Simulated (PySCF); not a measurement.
## Spinor energies of Zr⁴⁺ (zirconium, charge +4)

Start: [Kr]. Calculated with PySCF 2.14 in x2c-TZVPall-2c (8s9p7d1f, 77 functions): generalised Hartree-Fock with the X2C-1e Hamiltonian and a Gaussian nucleus; one run each with spin-orbit coupling (SO) switched off, then screened by Boettger's factors.

```
spinor shell  electrons  ε, spin-free (eV)  ε, screened SO (eV)  weight of nominal j (screened SO)  rms radius, screened SO (bohr)
       1s1/2          2           -18140.9             -18140.0                              1.000                          0.0426
       2s1/2          2            -2622.8              -2622.6                              1.000                           0.176
       2p1/2          2            -2337.4              -2396.6                              1.000                           0.154
       2p3/2          4            -2337.4              -2309.5                              1.000                           0.158
       3s1/2          2            -496.85              -496.79                              1.000                           0.487
       3p1/2          2            -401.17              -411.02                              1.000                           0.488
       3p3/2          4            -401.17              -396.51                              1.000                           0.499
       3d3/2          4            -243.88              -245.42                              1.000                           0.493
       3d5/2          6            -243.88              -242.81                              1.000                           0.496
       4s1/2          2            -109.05              -109.03                              1.000                            1.27
       4p1/2          2            -80.629              -82.019                              1.000                            1.39
       4p3/2          4            -80.629              -79.966                              1.000                            1.42
```

| quantity | spin-free | screened SO |
| --- | --- | --- |
| E (hartree) | -3593.31378 | -3593.66069 |
| M_J | 0 | 0 |
| ⟨J²⟩ | 0.000 | 0.000 |
| ⟨L²⟩ | 0.000 | 0.007 |
| ⟨S²⟩ | 0.000 | 0.007 |

Breit and QED terms are absent; they matter most for the inner s and p1/2 levels.

Densities and radii are taken from the X2C orbitals without a picture-change correction, which distorts them close to the nucleus.

Without spin-orbit coupling the j labels of p, d and f shells carry no meaning; the spin-free column gives the mean over the occupied spinors of each nl shell.
